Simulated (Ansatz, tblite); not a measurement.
Cost and result up the ladder for Cu2Au (3 atoms). The state is a doublet with charge 0. Geometry: PBE0-D4/def2-TZVP.

Cartesian coordinates in Å:
```
Au 0.000 1.341 -0.677
Cu 0.856 -0.313 1.046
Cu -0.856 -1.027 -0.369
```

Ansatz on 4 threads of Arm Neoverse V2 on a shared host; xTB runs through tblite on one thread. Times are rough, summed over both states, and most runs start from the orbitals of an earlier one. PBE0-D4/def2-TZVP serves as the yardstick here, not as an exact answer. The other state is a singlet.

In the def2 sets Au takes a core potential; there is no spin–orbit coupling. The xTB rows come from tblite. The structure comes from a short search, and lower isomers may exist.

Raw xTB energies of ions are shifted by several eV, and xTB has no spin-polarisation term.

| level | functions | wall time | vertical IE (eV) | difference from PBE0-D4/def2-TZVP (eV) |
| --- | --- | --- | --- | --- |
| GFN1-xTB | 27 | 0.004 s | 13.11 | 6.78 |
| GFN2-xTB | 27 | 0.004 s | 8.42 | 2.09 |
| PBE-D4/def2-TZVP (with forces) | 130 | 4.7 s | 6.63 | 0.30 |
| PBE0-D4/def2-TZVP | 130 | 7.1 s | 6.33 | 0.00 |
| r2SCAN-D4/def2-TZVP | 130 | 10 s | 6.57 | 0.24 |
